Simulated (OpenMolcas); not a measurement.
# I VI: from RASSCF to RASPT2

```
Program             : OpenMolcas
Basis               : ANO-R2 [7s6p4d2f1g]
Scalar Hamiltonian  : X2C, finite nucleus
Active space        : 2 electrons in 9 orbitals (RAS2 5s 5p; RAS3 5d, at most 2 electrons)
State averaging     : 2S+1 = 3 even, 3 roots; 2S+1 = 1 even, 7 roots; 2S+1 = 3 odd, 3 roots; 2S+1 = 1 odd, 3 roots
Spin-orbit coupling : state interaction with AMFI integrals over the reference wave functions, term energies averaged over their components
```

Methods on the same reference wave functions:
A. RASSCF
B. SS-RASPT2, IPEA 0.25 Eh, imaginary shift 0.1 Eh (closed shells correlated: 4d)
C. MS-RASPT2, IPEA 0.25 Eh, imaginary shift 0.1 Eh (closed shells correlated: 4d)

Energies in cm-1 above 5s2 1S0, the measured ground level; measured values from the list in Rauch et al., Astron. Astrophys. 606, A105 (2017).

```json
{"Level": "5s2 1S0", "A": "0.0", "B": "0.0", "C": "0.0", "Measured": "0.0"}
{"Level": "5s 5p 3P* 0", "A": "80258", "B": "86100", "C": "86590", "Measured": "85666"}
{"Level": "5s 5p 3P* 1", "A": "83708", "B": "89360", "C": "89850", "Measured": "89262"}
{"Level": "5s 5p 3P* 2", "A": "92627", "B": "98470", "C": "98960", "Measured": "99685"}
{"Level": "5s 5p 1P* 1", "A": "129414", "B": "125270", "C": "125760", "Measured": "127424"}
{"Level": "5p2 3P0", "A": "197602", "B": "200320", "C": "200810", "Measured": "200085"}
{"Level": "5p2 1D2 [62 %]", "A": "202657", "B": "209020", "C": "209520", "Measured": "209432"}
{"Level": "5p2 3P1", "A": "204336", "B": "207420", "C": "207910", "Measured": "208474"}
```

Deviations, from unrounded energies. A percentage is the sum of absolute deviations over the sum of measured energies, with the sign that they share, or ± where signs differ.

```tsv
Against measurement	Levels	A	B	C
mean absolute deviation (cm-1)	7	4800	800	750
other configurations (%)	7	±3.3	±0.6	±0.5
```

C lies closest to measurement on these levels and A furthest from it. The largest miss of C in the table is 5s 5p 1P* 1, by -1700 cm-1. The ranking rests on the paired levels alone, and a cruder setting can come out closer through cancelling errors.

Between B and C the level of the table that moves most is 5s 5p 1P* 1, by 490 cm-1 (lowest in B, highest in C). Moves below CASPT2's spread within the term are not significant.

The mean deviations of B to C differ by less than CASPT2's widest spread within a term (55 cm-1), so their order carries little weight.

The lowest spin-free term lies below A's lowest term by 0.430 hartree in B, 0.433 hartree in C.

CASPT2 breaks the degeneracy within a term, and the mean is taken; among the terms shown or strongly mixed into the levels shown the widest spread is 55 cm-1 (5p2 1D, C). Active for correlation alone: 5d; no level in the range computed is led by a configuration that fills it, so any true level of that kind is missing. Some terms mix strongly with configurations of 5d, whose occupation reaches 0.21 (5p2 1D). Computed and measured levels are paired by configuration, term and J; levels that our copy of the source lacks, or whose pairing is in doubt (as where it misses far off the trend of its configuration), stay unpaired and out of the deviations. Only configurations of the active space appear. Levels that lie high or do not pair safely by name in every column are left out.

A share in square brackets marks a mixed level and gives the weight of the term that names it, the lowest over the columns. * marks odd parity.
